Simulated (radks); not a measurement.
Values are calculated unless marked as measured or tabulated.
Polarisability of the xenon ion Xe2+, [Kr] 4d10 5s2 5p4, at imaginary frequency. Code: a radial shooting solver on a logarithmic mesh with Libxc functionals. Model: non-relativistic Kohn-Sham, LDA (Slater exchange, VWN5 correlation), spin-polarised, spherical densities, point nucleus; open shells are filled with parallel spins first (spin-orbit coupling, left out, can overturn this in heavy ions); relativity is left out, which matters for an element this heavy. Response by self-consistent Sternheimer equations with the Hartree and adiabatic LDA kernel.

w (hartree)  alpha1(iw) (bohr^3)
0.00266                    13.22
0.0143                     13.21
0.0360                     13.18
0.0697                     13.07
0.118                      12.81
0.186                      12.25
0.280                      11.24
0.413                      9.619
0.605                      7.472
0.892                      5.172
1.35                       3.203
2.12                       1.800
3.59                      0.8923
6.94                      0.3375
17.5                     0.07552

Static values: alpha1 = 13.22 bohr^3 (1.958 angstrom^3; uncoupled 22.78). C6 = 95.20, triple-dipole C9 = 901.0 atomic units. One-pole (London) frequency 4 C6 / (3 alpha1^2) = 0.727 hartree, against 0.955 for minus the highest occupied eigenvalue. The dipole shielding factor is 0.963, as the force sum rule N/Z = 0.963 demands.
